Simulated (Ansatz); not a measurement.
One change: `NB[SiH2][SeH]` becomes `C=C[SiH2]BN`.

Ansatz, PBE0-D4/def2-TZVP geometries, multiplicity 1. Each molecule was computed in one conformer, which needn't be the lowest.

Scalar relativity is left out up to krypton.

| property | `NB[SiH2][SeH]` |
| --- | --- |
| HOMO energy (PBE/def2-TZVPP) / eV | -5.53 |
| LUMO energy (PBE0/def2-TZVPP) / eV | -0.99 |
| size of the dipole moment (PBE/def2-TZVPP) / D | 3.43 |
| LUMO energy (PBE/def2-TZVPP) / eV | -1.87 |
| HOMO energy (PBE0/def2-TZVPP) / eV | -6.66 |
| HOMO–LUMO gap (B3LYP/def2-TZVPP) / eV | 5.27 |

What does the change do to each property? (An estimate is asked.)

The calculation gave: 
```
                                      property  `C=C[SiH2]BN`  shift
             HOMO energy (PBE/def2-TZVPP) / eV          -6.15  -0.62
            LUMO energy (PBE0/def2-TZVPP) / eV          -0.69   0.30
size of the dipole moment (PBE/def2-TZVPP) / D           2.22  -1.21
             LUMO energy (PBE/def2-TZVPP) / eV          -1.62   0.25
            HOMO energy (PBE0/def2-TZVPP) / eV          -7.28  -0.62
         HOMO–LUMO gap (B3LYP/def2-TZVPP) / eV           6.21   0.94
```

With PBE0 the HOMO falls by 0.62 eV and the LUMO rises by 0.30 eV, so the gap widens by about 0.92 eV. PBE moves the HOMO by -0.62 eV and ωB97M-V by -0.63 eV. Dipoles are sizes alone; their direction can turn.

B3LYP here is the variant with VWN-RPA as its local correlation; programs differ in this.

Spin–orbit coupling is left out; it splits and shifts lone-pair levels of the heavy atoms by tenths of an eV.
